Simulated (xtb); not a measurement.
Br2Ga, charge +1, singlet, at a GFN2-xTB geometry (such geometries of metal compounds can be far from the true shape).

Here is a job for xtb.
```
$ xtb mol.xyz --gfn 1 --chrg 1 --grad --json

# file mol.xyz
3

Ga     0.00000000     0.00000000     0.00000000
Br     0.00000000     0.00000000     2.29257626
Br    -0.00000000    -0.00000000    -2.29257626
```

Task: Give the partial charges in atom order at the level xtb 6.7.1 with GFN1-xTB.

Result: Ga1 0.75, Br2 0.12, Br3 0.12

Task: Estimate the HOMO-LUMO gap that GFN1-xTB returns for this input.

Result: 3.88 eV
